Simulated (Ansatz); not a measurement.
Program: Ansatz. Geometries: PBE0-D4/def2-TZVP. ΔE: electronic, gas phase. CCSD(T)/CBS adds triple-zeta CCSD(T) − MP2 to the extrapolated MP2 energy (def2 sets, frozen cores). Functionals use def2-TZVPP. B3LYP here is the variant with VWN-RPA as its local correlation; programs differ in this. One conformer a species, not always the lowest.

Reaction (cleavage of the B–Si bond): `CB[SiH](C)F` + CH₃NH₂ → `CBNC` + `C[SiH2]F`

Is it downhill or uphill in electronic energy at CCSD(T)/CBS, and by how much? (An estimate is asked.)

The calculation gave: Downhill: ΔE = -179.1 kJ/mol.

What do these levels give: B3LYP, SCS-MP2/def2-TZVPP, CCSD/def2-TZVPP, CCSD(T)/def2-TZVPP, SCS-MP2/def2-QZVPP, HF/CBS(def2)? (Best estimate.)

Ansatz gave: B3LYP -182.2, SCS-MP2/def2-TZVPP -186.1, CCSD/def2-TZVPP -180.2, CCSD(T)/def2-TZVPP -181.2, SCS-MP2/def2-QZVPP -185.0, HF/CBS(def2) -181.6 kJ/mol.

Largest T1 diagnostic among the species: 0.011.
